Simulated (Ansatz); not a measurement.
HF4OW, charge +1, singlet, at a GFN2-xTB geometry (such geometries of metal compounds can be far from the true shape) (the multiplicity is a formal guess) (core potentials on W). Base run: HF/def2-SVP in Ansatz (a quantum-chemistry and plane-wave program).

The Ansatz input:
Ansatz 0.2 input:
```yaml
crystal:
  periodic: [false, false, false]
  atoms:
    - {symbol: W, position_ang: [0.00517043, 0.01064127, 0.00015456]}
    - {symbol: F, position_ang: [1.57163266, -0.84182049, -0.33845170]}
    - {symbol: F, position_ang: [-0.58071913, 0.17421454, 1.71045465]}
    - {symbol: F, position_ang: [-1.08889765, 0.46594466, -1.37493200]}
    - {symbol: F, position_ang: [-0.77847316, -1.60217707, -0.02327098]}
    - {symbol: O, position_ang: [0.78657628, 1.61885412, 0.02351321]}
    - {symbol: H, position_ang: [1.21289358, 2.49625856, 0.03625716]}
basis:
  gaussian:
    orbitals: def2-SVP
hamiltonian:
  xc: hf
total_charge: 1
```

Variants of this job, named by their change:

```csv
change,basis functions,E (Eh)
base,107,-539.03124
basis = ANO-RCC-VDZP; relativity = spin-free X2C; nucleus = Gaussian,143,-16611.25973
basis = ANO-RCC-VDZP; relativity = none,143,-13954.99207
basis = x2c-SVPall; relativity = spin-free X2C,141,-16612.44445
basis = jorge-DZP-DKH; relativity = spin-free X2C; nucleus = Gaussian,140,-16597.89359
basis = x2c-SVPall; relativity = spin-free X2C; nucleus = Gaussian,141,-16610.55759
basis = jorge-DZP-DKH; relativity = spin-free X2C,140,-16599.55783
basis = ANO-RCC-VDZP; relativity = spin-free X2C,143,-16613.55259
basis = jorge-DZP-DKH; relativity = none,140,-15457.89767
basis = x2c-SVPall; relativity = none,141,-14116.85843
```

Absolute energies of different levels of theory aren't comparable as measures of quality.

Ansatz warned in this series: the basis is contracted for relativity, which the run leaves out.

Basis sets contracted for a relativistic Hamiltonian are a mismatch without it, so the rows without relativity aren't non-relativistic limits. No row has spin-orbit coupling; sets with core potentials leave out the core electrons.
